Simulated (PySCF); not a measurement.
# Spinor energies of Er³⁹⁺ (erbium, charge +39)

Start: [Ar] 3d10 4s1; 4s1/2 filled at m_j = +1/2. Calculated with PySCF 2.14 in an even-tempered Gaussian basis (16 s from 4.6 bohr⁻², ratio 2.8; 13 p from 5.9 bohr⁻², ratio 2.8; 8 d from 11 bohr⁻², ratio 2.8; 4 f from 24 bohr⁻², ratio 3): generalised Hartree-Fock with the X2C-1e Hamiltonian and a Gaussian nucleus; one run each with spin-orbit coupling (SO) switched off, then screened by Boettger's factors.

```tsv
spinor shell	electrons	ε, spin-free (eV)	ε, screened SO (eV)	weight of nominal j (screened SO)	rms radius, screened SO (bohr)
1s1/2	2	-59553.3	-59541.0	1.000	0.0231
2s1/2	2	-11570.8	-11567.3	1.000	0.0933
2p1/2	2	-10436.5	-11089.3	1.000	0.0796
3s1/2	2	-3897.7	-3896.8	1.000	0.237
3p1/2	2	-3544.8	-3690.2	1.000	0.228
3p3/2	4	-3544.8	-3483.3	1.000	0.241
3d3/2	4	-3117.3	-3144.1	1.000	0.212
3d5/2	6	-3117.3	-3098.9	1.000	0.215
4s1/2	1	-1845.5	-1845.3	1.000	0.496
```

Q: Where does 2p3/2 lie, and what is the 2p spin-orbit splitting (screened SO)?

A: At -10163.5 eV, 925.83 eV above 2p1/2.

```csv
quantity,spin-free,screened SO
E (hartree),-12130.41662,-12140.91522
M_J,1/2,1/2
⟨J²⟩,0.750,0.750
⟨L²⟩,0.000,0.042
⟨S²⟩,0.750,0.792
```

Each row is a mean over spinors that exchange with the open shell spreads, by up to 5.086 eV (3s1/2).

Breit and QED terms are absent; they matter most for the inner s and p1/2 levels.

Densities and radii are taken from the X2C orbitals without a picture-change correction, which distorts them close to the nucleus.

Without spin-orbit coupling the j labels of p, d and f shells carry no meaning; the spin-free column gives the mean over the occupied spinors of each nl shell.
